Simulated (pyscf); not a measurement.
`[B][OH]` [singlet] → `[BH]=[O]` (hydrogen shift; singlet surface; H–O broken, B–H formed). PySCF, gas phase, ωB97X-D3(BJ)/def2-SVP geometries. Correlated levels are frozen-core, on RHF or UHF. ΔMP2 is the change of the MP2 total energy from the triple- to the quadruple-zeta basis. Energies in eV from the reactant's lowest minimum found.

```tsv
level	barrier	reaction energy
ωB97X-D3(BJ)/def2-TZVP	1.31	-2.00
PBE/def2-TZVP	0.93	-2.12
r²SCAN/def2-TZVP	1.07	-2.11
B3LYP-D3(BJ)/def2-TZVP	1.20	-2.08
MP2/def2-QZVPP	1.19	-2.18
CCSD(T)/def2-TZVPP	[?]	-1.92
CCSD(T)/def2-TZVPP + ΔMP2(QZVPP)	[?]	[?]
```

Task: Some entries are withheld; supply them.

Result: 
- CCSD(T)/def2-TZVPP, barrier: 1.29
- CCSD(T)/def2-TZVPP + ΔMP2(QZVPP), barrier: 1.28
- CCSD(T)/def2-TZVPP + ΔMP2(QZVPP), reaction energy: -1.93

The CCSD(T) − MP2 part came from Ansatz, without density fitting, on the same reference.
